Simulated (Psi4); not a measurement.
F$_{6}$S, charge +1, doublet, geometry from GFN2-xTB (a state made from the parent by changing its charge; the spin is typed, not shown lowest). Base run: CCSD(T)/STO-3G in Psi4.

Psi4 was given this input:
```
memory 2 GB

molecule mol {
1 2
F     0.614617   -0.468379   -1.416382
S    -0.000000    0.000000   -0.000000
F     1.317048   -0.549097    0.753092
F    -0.700644   -1.443047    0.173163
F    -1.317048    0.549097   -0.753092
F     0.700644    1.443047   -0.173163
F    -0.614617    0.468379    1.416382
}

set {
  basis sto-3g
  reference uhf
}

energy('ccsd(t)')
print_variables()
```

Each row names what was changed in the base input (with any setting that the change needs).

| change | ΔE vs base (kcal/mol) | MP2 correlation (Eh) | basis functions | outcome |
|---|---|---|---|---|
| base | 0.000 | -0.26501 | 39 | converged |
| cc_type = df | - | - | - | input refused |
| method = mp3 | 17.30 | -0.26498 | 39 | converged |
| method = mp2.5 | (withheld) | -0.26498 | 39 | converged |
| method = mp2 | 38.36 | -0.26498 | 39 | converged |
| freeze_core = on | (withheld) | (withheld) | 39 | converged |
| method = lccd | 2.01 | -0.26501 | 39 | converged |
| puream = off | 0.000 | -0.26501 | 39 | converged |
| method = cisd | - | - | - | input refused |
| method = omp2 | 31.22 | -0.26498 | 39 | converged |

Question: Some entries are withheld; supply them.

Answer: 
- method = mp2.5, ΔE vs base (kcal/mol): 27.83
- freeze_core = on, ΔE vs base (kcal/mol): 0.97
- freeze_core = on, MP2 correlation (Eh): -0.26316

Open shells are given as the SCF converged; they aren't shown to be the lowest states, and a large step between rows can be another state.

- cc_type = df: ended with `psi4.driver.p4util.exceptions.MissingMethodError: Method=ccsd(t) is not available for any derivative level under conditions CC_TYPE=DF, REFERENCE=UHF, FREEZE_CORE=FALSE, QC_MODULE=(auto). See https://psicode.org/psi4manual/master/introduction.html#ss-ccsd-prt-`
- method = cisd: ended with `psi4.driver.p4util.exceptions.MissingMethodError: Method=cisd is not available for any derivative level under conditions CI_TYPE=CONV, REFERENCE=UHF, FREEZE_CORE=FALSE, QC_MODULE=(auto). See https://psicode.org/psi4manual/master/introduction.html#ss-cisd. Or d`
